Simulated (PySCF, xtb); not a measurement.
BiI₃, SMILES [I][Bi]([I])[I].

Harmonic wavenumbers (cm⁻¹) from GFN2-xTB (xtb) at its own minimum, in rising order: 52, 52, 67, 190, 190, 201.

Problem. What does PBE-D3(BJ)/def2-SVP in PySCF give at its own minimum? (An estimate is asked for; the answer gives what the named calculation found.)

Solution. 44, 44, 55, 162, 162, 163. Paired by order, the mean absolute difference is 20 cm⁻¹ and the zero-point energies are 1.1 and 0.9 kcal/mol.
